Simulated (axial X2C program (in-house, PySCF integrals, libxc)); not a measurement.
## Ω levels of LuI⁺ from open-shell CI on d0 s1 p(π)0

Calculated with an in-house all-electron X2C program for linear molecules (integrals from PySCF): two-component X2C with atomic mean-field Coulomb and Gaunt terms, basis Lu dyall-v3z, I dyall-v3z (cores contracted in-house). Orbitals come from Hartree–Fock averaged over the configuration Lu d0 s1 p(π)0; CI then distributes these electrons over the d, s, p(π) shells of Lu.

R = 2.722 Å (near the minimum of the configuration average).

Active spinors (ω > 0):

| shell | ω | ε (eV) | character |
| --- | --- | --- | --- |
| d | 1/2 | -3.58 | 76% Lu d, 19% Lu p |
| d | 1/2 | -3.50 | 65% Lu d, 28% Lu p, 3% I p |
| d | 3/2 | -3.44 | 99% Lu d |
| d | 3/2 | -3.34 | 81% Lu d, 13% Lu p |
| d | 5/2 | -3.32 | 100% Lu d |
| s | 1/2 | -8.96 | 69% Lu s, 15% Lu d, 12% Lu p |
| p(π) | 1/2 | -2.92 | 75% Lu p, 12% Lu d, 4% I p |
| p(π) | 3/2 | -2.72 | 76% Lu p, 11% Lu d, 4% Lu f |

Lowest levels of this model:

| Ω | energy (cm⁻¹) | g∥ | configuration |
| --- | --- | --- | --- |
| 1/2 | 0 | 2.00 | 100% s1 |
| 3/2 | 11250 | 2.05 | 100% d1 |
| 5/2 | 12549 | 6.00 | 100% d1 |
| 1/2 | 13425 | 0.29 | 100% d1 |
| 3/2 | 15157 | 3.95 | 100% d1 |
| 1/2 | 16330 | 1.70 | 100% d1 |

g∥ is the magnitude of 2⟨Lz + ge Sz⟩ for the +Ω component.

(1) From Ω and g∥ of the lowest level, whose 2⟨Lz + ge Sz⟩ is positive, find ⟨Sz⟩ and ⟨Lz⟩ (ge = 2.0023).

Occupations of the active spinors in the lowest level by ω, shell by shell in order of energy: -5/2: 0.00; -3/2: 0.00 0.00 0.00; -1/2: 0.00 0.00 0.00 0.00; 1/2: 0.00 0.00 1.00 0.00; 3/2: 0.00 0.00 0.00; 5/2: 0.00. The leading determinant has weight 1.00 among 4.

This point took 6.7 s on 1 thread of Arm Neoverse N1 (shared host).

Dynamic correlation is missing, so gaps between terms are too wide and other configurations may lie lower; the lowest level listed is that of this model, not necessarily the ground state. For d shells the ligand-field splittings (σ, π, δ) and their order can be off by a thousand cm⁻¹ or more. At most 6 roots were kept for each Ω > 0 (twice that for Ω = 0) within 3.2 eV of the lowest, so higher up levels can be missing between those listed; levels with Ω > 0 are doubly degenerate and listed once, Ω = 0 levels singly. States that fill the shells left empty in the average are placed too high.

Results:

(1) Ω = ⟨Lz⟩ + ⟨Sz⟩ = 1/2 and ⟨Lz⟩ + ge⟨Sz⟩ = 1.000, so ⟨Sz⟩ = 0.50 and ⟨Lz⟩ = 0.00.
